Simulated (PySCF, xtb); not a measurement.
(Z)-1-chlorobut-1-ene (C₄H₇Cl), SMILES CC/C=C\Cl.

GFN2-xTB (xtb) at its own geometry gives an orbital gap of 4.71 eV and a dipole moment of 1.81 D.

Geometry: PBE-D3(BJ)/def2-SVP. The values are those of a single conformer.

**Question.** What does B3LYP/def2-TZVP run with PySCF give? (Estimate from the structure and the level; the computed values follow.)

**Answer.** gap 6.60 eV (levels -6.91 and -0.31 eV), dipole 1.56 D.
